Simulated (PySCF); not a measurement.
NMR data simulated for an unnamed compound:

¹H NMR (600 MHz, computed): δ 4.39 (ddq, J = 62.9, 7.4, 1.5 Hz, 1H), 2.37 (m, 1H), 2.24 (ddq, J = 5.2, 4.3, 1.6 Hz, 1H), 2.21 (m, 1H), 2.03 (m, 1H), 1.67 (m, 1H), 1.65 (d of q of quint, J = 11.1, 2.1, 1.2 Hz, 1H), 1.51 (m, 1H), 1.12 (m, 1H), 0.96 (ddd, J = 14.8, 6.6, 2.4 Hz, 1H).

¹³C{¹H} NMR (computed): δ 133.3 (C, q, J = 341.4 Hz), 94.9 (CH, d, J = 240.7 Hz), 45.2 (CH, d, J = 20.7 Hz), 45.0 (CH, q, J = 28.4 Hz), 38.5 (CH), 38.2 (CH2), 36.7 (CH2, d, J = 21.5 Hz), 26.4 (CH2, dq, J = 7.1, 1.6 Hz).

Computed data (PySCF 2.14.0 with density-fitted response routines): couplings computed with B3LYP/pcJ-1 (spin–dipole term only in couplings to heteroatoms), structure optimised with PBE0-D3(BJ)/def2-SVP, NMR shieldings at PBE0/pcSseg-1/GIAO. No solvent, non-relativistic Hamiltonian, single conformer, equivalent nuclei averaged.

Chemical shifts δ = σref − σ; TMS for ¹H and ¹³C, all at this level.

Which of these does the molecule contain: a C≡C triple bond, an NH or NH2 group, a CF3 group, a three-membered ring?

Answers


- A C≡C triple bond: no.
- An NH or NH2 group: no.
- A CF3 group: yes (δC 133.3).
- A three-membered ring: no.

The data belong to SMILES F[C@@H]1C[C@@H]2C[C@H]1C[C@@H]2C(F)(F)F, C₈H₁₀F₄; they needn't prove each group on their own.

Carbon signals by region: 1 in the sp2 and nitrile region (100–160 ppm), 1 at 50–100 ppm, 6 below 50 ppm.

C–F couplings over four or more bonds (about 3 Hz to the para carbon of a fluoroarene) are left out. Common functionals overestimate the size of one-bond C–F couplings by tens of Hz; these are unscaled. Multiplet labels drop couplings under 1 Hz and merge nearly equal ones. Unscaled 3J(H,H) at this level run about 10 % above measured values. Shifts are as computed. Against solution values, carbons near 30 ppm lie about +2 ppm off and those near 130 ppm about +5 ppm. Of 1211 compounds with measured shifts, 218 miss one by over three times the rms of a fit or turn the order of signals round; such compounds aren't used in these exercises.
